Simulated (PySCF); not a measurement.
Isomers of C4H12N2Si3, mass 172.031 u with the commonest isotopes. The calculation used PBE0/pcSseg-1 in PySCF (dipole) on a GFN2-xTB geometry, gas phase. One conformer each, none proved a minimum here; rigid rotors.

Problem. Order these by out-of-plane moment Σ m c² = (Ia + Ib − Ic)/2, largest first.
A. `[SiH3]n1cc(cc1)N([SiH3])[SiH3]`
B. `[N:1]#[C:2][CH2:3][CH2:4][SiH2:5][N:6]1[SiH2:7][CH2:8][SiH2:9]1` with C2–C3–C4–Si5 178°, C3–C4–Si5–N6 179°, C4–Si5–N6–Si7 -8°
C. `[N:1]#[C:2][CH2:3][CH2:4][Si@H:5]1[CH2:6][SiH2:7][N:8]1[SiH3:9]` with C2–C3–C4–Si5 -62°, C3–C4–Si5–C6 -152°
D. `[CH3:1][Si@@H:2]1[C@H:3]([CH2:4][C:5]#[N:6])[SiH2:7][N:8]1[SiH3:9]` with Si2–C3–C4–C5 66°

Solution. C (65.67 u·Å²), D (39.73 u·Å²), B (14.43 u·Å²), A (14.10 u·Å²).

Problem. Order these by rotational constant A, smallest first.
A. `[N:1]#[C:2][CH2:3][CH2:4][SiH2:5][N:6]1[SiH2:7][CH2:8][SiH2:9]1` with C2–C3–C4–Si5 178°, C3–C4–Si5–N6 179°, C4–Si5–N6–Si7 -8°
B. `[CH3:1][Si@@H:2]1[C@H:3]([CH2:4][C:5]#[N:6])[SiH2:7][N:8]1[SiH3:9]` with Si2–C3–C4–C5 66°
C. `[SiH3]N([SiH3])c1ccn([SiH3])c1`
D. `[N:1]#[C:2][CH2:3][CH2:4][Si@H:5]1[CH2:6][SiH2:7][N:8]1[SiH3:9]` with C2–C3–C4–Si5 -62°, C3–C4–Si5–C6 -152°

Solution. D (1496 MHz), B (1892 MHz), C (2025 MHz), A (2551 MHz).

Problem. Order these by radius of gyration √(Σ m r²/M), largest first.
A. `[CH3:1][Si@@H:2]1[C@H:3]([CH2:4][C:5]#[N:6])[SiH2:7][N:8]1[SiH3:9]` with Si2–C3–C4–C5 66°
B. `[N:1]#[C:2][CH2:3][CH2:4][Si@H:5]1[CH2:6][SiH2:7][N:8]1[SiH3:9]` with C2–C3–C4–Si5 -62°, C3–C4–Si5–C6 -152°
C. `[SiH3]N([SiH3])c1ccn([SiH3])c1`
D. `[N:1]#[C:2][CH2:3][CH2:4][SiH2:5][N:6]1[SiH2:7][CH2:8][SiH2:9]1` with C2–C3–C4–Si5 178°, C3–C4–Si5–N6 179°, C4–Si5–N6–Si7 -8°

Solution. D (2.883 Å), C (2.609 Å), A (2.450 Å), B (2.390 Å).

```tsv
SMILES	point group	Ia (u·Å²)	Ib (u·Å²)	Ic (u·Å²)	κ	μa (D)	μb (D)	μc (D)
[SiH3]N([SiH3])c1ccn([SiH3])c1	C1	249.54	935.87	1157.21	-0.87	1.42	0.29	0.08
N#CCC[Si@H]1C[SiH2]N1[SiH3]	C1	337.89	710.45	917.00	-0.66	2.33	1.78	2.82
N#CCC[SiH2]N1[SiH2]C[SiH2]1	near Cs	198.14	1245.77	1415.05	-0.96	4.19	1.51	0.21
C[Si@@H]1[C@H](CC#N)[SiH2]N1[SiH3]	C1	267.11	805.06	992.71	-0.83	2.50	1.67	1.08
```
